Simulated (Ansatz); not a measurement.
Isomers of C2H8SiTe, relaxed with PBE0-D4/def2-TZVP in Ansatz; electronic energies, one conformer each and not always the lowest. Functionals use def2-TZVPP; CBS adds triple-zeta CCSD(T) − MP2 to the MP2 limit of def2-TZVPP and def2-QZVPP.

Elements past krypton have def2 core potentials. Outer-core shells of Te are correlated without core-valence functions. Spin–orbit coupling is left out.

Order them by energy at frozen-core CCSD(T)/CBS, lowest first. (Best estimate.)
A. `CC([SiH3])[TeH]`
B. `CC[SiH2][TeH]`
C. `CC[Te][SiH3]`

B (0.0 kJ/mol), C (31.5 kJ/mol), A (92.4 kJ/mol).

How do B3LYP, PBE0-D4, B3LYP-D4, HF/CBS(def2) place them (kJ/mol, against `CC[SiH2][TeH]`)? (Estimate.)

Ansatz gave: 
| isomer | B3LYP | PBE0-D4 | B3LYP-D4 | HF/CBS(def2) |
| --- | --- | --- | --- | --- |
| `CC[Te][SiH3]` | 33.0 | 37.6 | 33.9 | 35.3 |
| `CC([SiH3])[TeH]` | 100.1 | 103.2 | 95.7 | 104.4 |

B3LYP here is the variant with VWN-RPA as its local correlation; programs differ in this.
